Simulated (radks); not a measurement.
Charge is removed step by step from the 3p down level of the nickel ion Ni2+, starting from [Ne] 3s2 3p(up 3, down 3) 3d8. All-electron calculation, non-relativistic Kohn-Sham, PBEsol, spin-polarised, spherical densities, point nucleus; open shells are filled with parallel spins first. Program: a radial shooting solver on a logarithmic mesh with Libxc functionals. At the starting occupation the eigenvalue is -88.858 eV. Estimate the energy to remove one whole electron from this level, the eigenvalue at the end, and how far E(n) bends from a straight line.

Answer. Delta-SCF 98.515 eV; final eigenvalue -108.58 eV; the deviation from the straight line is -2.468 eV at 0.5 electron removed, the largest on the grid computed. Slater's transition state (half an electron removed) gives 98.414 eV. Integrating minus the eigenvalue over the occupation (Janak's theorem) gives 98.515 eV. The mean slope of the eigenvalue, de/dn, is 19.7 eV per electron.
